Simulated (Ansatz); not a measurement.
Relaxation of Be4S4⁺ with UKS PBE-D4/def2-SVP.

```sh
$ ansatz run in.yaml --threads 4 --pin off --events-out ev --progress --plain --max-ram 4787MiB
```

```yaml
crystal:
  periodic: [false, false, false]
  atoms:
    - {symbol: Be, position_ang: [-0.345040, 0.672030, -2.279800]}
    - {symbol: Be, position_ang: [0.385900, 0.961390, 0.751690]}
    - {symbol: Be, position_ang: [-0.632160, -1.852870, -0.883790]}
    - {symbol: Be, position_ang: [0.425870, -0.621740, 2.533110]}
    - {symbol: S, position_ang: [0.233680, 1.907820, -0.949230]}
    - {symbol: S, position_ang: [-0.105190, -1.184280, 0.801230]}
    - {symbol: S, position_ang: [-0.852680, -1.143540, -2.642270]}
    - {symbol: S, position_ang: [0.889620, 1.261180, 2.669070]}
basis:
  gaussian: {orbitals: def2-SVP}
total_charge: 1
magnetization: {spin_polarized: true, initial_magnetization: 1}
hamiltonian: {xc: pbe, dispersion: d4}
scf: {lower_state_search: "off"}
output: {orbitals: {seedname: orbitals}}
relax: {f_tol: 0.02, max_steps: 100}
```

Run time 16 s (4 threads of Intel Xeon Platinum 8488C on a shared host).

Positions (Å) and forces (eV/Å) at steps 1, 2, 3, 4, 5, 6, 7, 8, 9, 10, 13 of 13:

```xyz
8
step=1 energy=-44909.7603 eV
Be   -0.345    0.672   -2.280    0.034   -0.551    0.753
Be    0.386    0.961    0.752   -0.115   -0.562    0.054
Be   -0.632   -1.853   -0.884   -0.011    0.442   -0.546
Be    0.426   -0.622    2.533    0.182    0.537    0.254
S     0.234    1.908   -0.949    0.211    1.170   -0.281
S    -0.105   -1.184    0.801   -0.086   -0.566    0.267
S    -0.853   -1.144   -2.642   -0.300   -0.537   -0.794
S     0.890    1.261    2.669    0.085    0.067    0.293
8
step=2 energy=-44910.0984 eV
Be   -0.333    0.581   -2.125   -0.006   -0.373    0.381
Be    0.381    0.938    0.747   -0.079   -0.308   -0.033
Be   -0.633   -1.807   -0.944    0.002    0.324   -0.357
Be    0.431   -0.579    2.517    0.126    0.409    0.125
S     0.255    1.978   -0.924    0.032    0.413   -0.294
S    -0.116   -1.220    0.797   -0.051   -0.393    0.239
S    -0.883   -1.187   -2.734   -0.031    0.027   -0.179
S     0.898    1.297    2.665    0.007   -0.099    0.117
8
step=3 energy=-44910.2397 eV
Be   -0.328    0.557   -2.104    0.022    0.050    0.050
Be    0.315    0.783    0.714    0.027    0.165   -0.027
Be   -0.586   -1.614   -0.961    0.051    0.053    0.046
Be    0.472   -0.524    2.547    0.091    0.217   -0.003
S     0.236    1.955   -0.906    0.013    0.056   -0.011
S    -0.174   -1.334    0.911   -0.198   -0.434   -0.124
S    -0.860   -1.162   -2.793    0.014   -0.031    0.086
S     0.926    1.339    2.590   -0.019   -0.076   -0.017
8
step=4 energy=-44910.2970 eV
Be   -0.298    0.576   -2.083   -0.001   -0.013   -0.044
Be    0.228    0.755    0.703   -0.037    0.207   -0.026
Be   -0.564   -1.589   -0.939    0.137    0.049    0.155
Be    0.563   -0.510    2.482   -0.019   -0.163   -0.170
S     0.198    1.990   -0.881   -0.009   -0.065    0.068
S    -0.347   -1.407    0.979   -0.053    0.089    0.140
S    -0.768   -1.157   -2.782    0.010    0.010    0.005
S     0.988    1.344    2.521   -0.028   -0.113   -0.128
8
step=5 energy=-44910.3509 eV
Be   -0.276    0.585   -2.078   -0.019   -0.089   -0.102
Be    0.118    0.779    0.705   -0.047    0.036    0.184
Be   -0.500   -1.564   -0.908    0.088   -0.009    0.339
Be    0.650   -0.541    2.419   -0.236   -0.453   -0.404
S     0.150    2.017   -0.874   -0.035   -0.043    0.084
S    -0.532   -1.408    1.041    0.183    0.424    0.075
S    -0.679   -1.171   -2.764    0.064    0.062    0.000
S     1.069    1.304    2.460    0.001    0.071   -0.176
8
step=6 energy=-44910.4304 eV
Be   -0.251    0.579   -2.067   -0.008   -0.188   -0.045
Be    0.006    0.844    0.746    0.015   -0.170    0.304
Be   -0.483   -1.593   -0.873    0.033    0.072    0.253
Be    0.724   -0.600    2.328   -0.403   -0.360   -0.489
S     0.065    2.043   -0.856   -0.042    0.062    0.036
S    -0.700   -1.311    1.060    0.365    0.435    0.108
S    -0.543   -1.204   -2.745    0.082    0.085    0.064
S     1.183    1.242    2.406   -0.043    0.064   -0.231
8
step=7 energy=-44910.5148 eV
Be   -0.209    0.568   -2.022    0.014   -0.081   -0.016
Be   -0.091    0.854    0.771    0.098   -0.010    0.306
Be   -0.478   -1.578   -0.813   -0.040    0.078    0.002
Be    0.749   -0.658    2.210   -0.329   -0.052   -0.307
S    -0.061    2.080   -0.813   -0.028   -0.066   -0.033
S    -0.853   -1.205    1.088    0.364    0.156    0.040
S    -0.371   -1.230   -2.701    0.066    0.091    0.273
S     1.313    1.169    2.280   -0.145   -0.117   -0.265
8
step=8 energy=-44910.5268 eV
Be   -0.186    0.575   -1.984    0.042   -0.100   -0.033
Be   -0.086    0.854    0.815   -0.713    0.008   -0.413
Be   -0.487   -1.535   -0.763   -0.037   -0.038    0.087
Be    0.701   -0.670    2.107    0.009   -0.259    0.048
S    -0.140    2.078   -0.755   -0.030    0.144   -0.200
S    -0.941   -1.180    1.109    0.111    0.048    0.045
S    -0.233   -1.236   -2.627    0.038    0.117    0.008
S     1.371    1.114    2.097    0.580    0.080    0.458
8
step=9 energy=-44910.5772 eV
Be   -0.072    0.559   -1.876   -0.015   -0.042   -0.174
Be   -0.252    0.895    0.835    0.074    0.126   -0.070
Be   -0.564   -1.550   -0.723    0.013    0.025   -0.080
Be    0.764   -0.716    1.937   -0.002   -0.070    0.077
S    -0.202    2.138   -0.766   -0.003   -0.093    0.276
S    -1.002   -1.158    1.148   -0.053   -0.006    0.001
S    -0.112   -1.232   -2.545    0.014   -0.021    0.068
S     1.440    1.063    1.990   -0.028    0.081   -0.098
8
step=10 energy=-44910.5815 eV
Be   -0.126    0.577   -1.928    0.040   -0.010    0.014
Be   -0.243    0.892    0.847    0.066   -0.043   -0.064
Be   -0.538   -1.532   -0.728    0.043    0.034   -0.007
Be    0.719   -0.713    2.023    0.050    0.080   -0.124
S    -0.212    2.118   -0.740   -0.027    0.000   -0.009
S    -1.014   -1.152    1.141   -0.031    0.020    0.094
S    -0.073   -1.233   -2.550   -0.036    0.011    0.038
S     1.486    1.043    1.935   -0.107   -0.092    0.058
8
step=13 energy=-44910.5888 eV
Be   -0.087    0.575   -1.921    0.000    0.003    0.002
Be   -0.248    0.882    0.839   -0.006    0.013   -0.013
Be   -0.552   -1.515   -0.713   -0.002    0.001    0.007
Be    0.744   -0.721    1.966   -0.002   -0.007    0.003
S    -0.222    2.118   -0.740    0.002   -0.001    0.004
S    -1.024   -1.152    1.159    0.008   -0.004    0.001
S    -0.077   -1.235   -2.533    0.000   -0.002   -0.003
S     1.466    1.048    1.943   -0.001   -0.002    0.000
```

Another isomer (doublet) lies 0.90 eV lower at PBE0-D4/def2-TZVP; other spin states weren't run for this one.
